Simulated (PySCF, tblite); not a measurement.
Species: C6H9FOSi.
SMILES with atom numbers: `[CH:1]#[C:2]/[CH:3]=[C:4](\[CH2:5][CH2:6][F:7])[SiH2:8][OH:9]` (hydrogens: H10 on C1; H11 on C3; H12, H13 on C5; H14, H15 on C6; H16, H17 on Si8; H18 on O9)

Structure used (GFN2-xTB), in Å, numbered top down from 1:
```xyz
18
C6H9FOSi angstrom
C      3.1698   -1.1287   -1.0095
C      1.9775   -1.2630   -0.9304
C      0.5805   -1.4205   -0.8425
C     -0.2380   -0.5995   -0.1716
C      0.3232    0.6093    0.5318
C      0.4227    1.8025   -0.4137
F     -0.8323    2.2253   -0.8038
Si    -2.1046   -0.9075   -0.0924
O     -2.8956    0.4326    0.3582
H      4.2111   -1.0228   -1.0825
H      0.1812   -2.2806   -1.3644
H     -0.3125    0.8825    1.3762
H      1.3323    0.4046    0.8974
H      0.9630    1.5407   -1.3282
H      0.8963    2.6611    0.0728
H     -2.4221   -1.8246    0.9970
H     -2.5418   -1.3781   -1.4094
H     -2.7193    1.2730   -0.0614
```

Jobs on this species (18 atoms, 76 electrons) with PySCF (density fitting) and tblite. Hardware of each: an Arm Neoverse V1 with one thread (shared host). The host was shared with other jobs, so the times are rough.

| level and settings | work | basis functions | SCF cycles | wall time |
| --- | --- | --- | --- | --- |
| GFN2-xTB | Hessian by finite differences | – | – | 0.71 s |
| GFN2-xTB | L-BFGS relaxation | – | – | ? |
| PBE0/pcSseg-1 | shieldings, charges and field gradients | 205 | 15 | 35 s |

Problem. Fill in the missing figures.

Solution. 
- GFN2-xTB; L-BFGS relaxation: 1.1 s

Problem. What do all jobs in the table cost together?

Solution. About 37 s; the longest takes about 95 % of that, and about 49 times as long as the shortest.
